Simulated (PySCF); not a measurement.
**How the method changes the constants of LiI**

State: ¹Σ⁺ (singlet), closed shell. Set-up: basis Li def2-TZVPP, I def2-TZVPP with ECP28; scalar-relativistic core potentials; PySCF 2.14. De refers to Li + I in their high-spin ground configurations, without counterpoise correction. A positive dipole means Li(−)I(+).

| Level | Re (Å) | ωe (cm⁻¹) | De (eV) | μ (D) |
| --- | --- | --- | --- | --- |
| RHF | 2.420 | 494 | 2.79 | -7.74 |
| RHF-MP2 | 2.403 | 496 | 3.76 | n/a |
| RHF-SCS-MP2 | 2.408 | 494 | 3.66 | n/a |
| RHF-CCSD | 2.407 | 495 | 3.58 | n/a |
| RHF-CCSD(T) | 2.408 | 494 | 3.65 | n/a |
| PBE | 2.397 | 492 | 3.67 | -7.02 |
| BP86 | 2.408 | 484 | 3.71 | -7.18 |
| r²SCAN | 2.404 | 492 | 3.77 | -7.36 |
| B3LYP | 2.395 | 495 | 3.66 | -7.17 |
| PBE0 | 2.390 | 501 | 3.67 | -7.22 |
| MN15 | 2.413 | 480 | 3.87 | -7.42 |
| M06-2X | 2.389 | 501 | 3.65 | -7.35 |
| LC-ωPBE | 2.384 | 509 | 3.62 | -7.41 |

Problem. Which functional lies closest to RHF-CCSD(T) in De, which farthest, and by how much do they differ from it?

Solution. Closest is M06-2X (-1.9 pm in Re, +1.4 % in ωe, +0.00 eV in De against RHF-CCSD(T) in the same basis), farthest MN15 (+0.5 pm in Re, -2.8 % in ωe, +0.22 eV in De). CCSD(T) converges more slowly with the basis than the functionals do and binds too weakly in this one, so the order can change at the basis-set limit.

Problem. What does the step from GGA to meta-GGA do here, going from PBE to r²SCAN?

Solution. r²SCAN less PBE: +0.7 pm in Re, +0.0 % in ωe, +0.10 eV in De. 

Problem. What does second-order correlation do here, going from RHF to RHF-MP2?

Solution. RHF-MP2 less RHF: -1.7 pm in Re, +0.4 % in ωe, +0.97 eV in De. Correlation nearly always deepens the well. The bond shortens, as in weak, metallic or heavy-atom bonds, where dispersion and the correlation of outer-core electrons pull the atoms together.

Measured (Huber and Herzberg, Constants of Diatomic Molecules (1979)): Re = 2.391924 Å, ωe = 498.16 cm⁻¹.

Correlated steps freeze 4 core orbitals. These are scalar-relativistic numbers at best; spin–orbit coupling would shift them, the dissociation energy most. Where the molecule has an RHF reference, its open-shell atoms are computed with UHF.
